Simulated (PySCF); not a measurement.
# r²SCAN beside CCSD(T) along the fourth-period p block: bonds to Tl

r²SCAN and CCSD(T) in PySCF with def2-SVP on every atom (core potentials on Tl), for the lowest determinant that a PBE0 search found; no spin–orbit coupling.

| molecule | state (unpaired electrons) | r²SCAN Re (Å) | r²SCAN ωe (cm⁻¹) | r²SCAN De (eV) | CCSD(T) Re (Å) | CCSD(T) ωe (cm⁻¹) | CCSD(T) De (eV) |
| --- | --- | --- | --- | --- | --- | --- | --- |
| TlGa | triplet (σ ↑, π ↑) | 2.911 | 123 | 1.42 | 2.924 | 127 | 1.09 |
| TlGe | quartet (σ ↑, π ↑↑) | 2.723 | 156 | 2.27 | 2.754 | 157 | 1.87 |
| TlAs | triplet (π ↑↑) | 2.828 | 157 | 1.78 | 2.858 | 152 | 1.25 |
| TlSe | doublet (π ↑) | 2.734 | 177 | 2.91 | ? | ? | ? |
| TlBr | singlet (closed shell) | 2.670 | 195 | 4.11 | 2.678 | 196 | 3.67 |

Estimate the CCSD(T) values of TlSe by adding the mean shift from r²SCAN to CCSD(T) of the other rows, and compare with the calculation.

The mean shifts are +2.1 pm, +0 cm⁻¹ and -0.43 eV, which give 2.755 Å, 177 cm⁻¹ and 2.49 eV. CCSD(T)/def2-SVP gives Re = 2.745 Å, ωe = 178 cm⁻¹, De = 2.42 eV.

What are the mean differences of r²SCAN from CCSD(T) over the whole series?

Re -1.9 pm, ωe -0 cm⁻¹, De +0.44 eV.

In a basis of this size CCSD(T) is itself not converged; it tends to give bonds that are too long and too weak.

Correlated steps freeze 13 core orbitals. Correlated levels converge slowly with the basis: in double zeta they bind strong bonds too weakly, by up to about 1 eV, and carry superposition errors of some tenths. These are scalar-relativistic numbers at best; spin–orbit coupling would shift them, the dissociation energy most. Where the molecule has an RHF reference, its open-shell atoms are computed with UHF. States were picked by a PBE0 search and need not be the measured ground states.
